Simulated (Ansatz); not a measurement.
Species: H3AlO3, SMILES `[OH][Al]([OH])[OH]` (charge 0, multiplicity 1).

### Question
Give a relaxed geometry from B3LYP-D3(BJ)/def2-TZVP (Ansatz, a program for electronic structure).

### Answer
This is not unique; one that fits is the end point of this relaxation, one of several conformers (outside a Z-matrix the atoms follow the SMILES, hydrogens last).
Z-matrix (Å, degrees):
```
Al
O 1 1.6928
H 2 0.9581 1 122.91
O 1 1.6928 2 120.00 3 -180.00
H 4 0.9581 1 122.92 2 0.00
O 1 1.6928 2 120.00 3 0.00
H 6 0.9581 1 122.91 2 -180.00
```
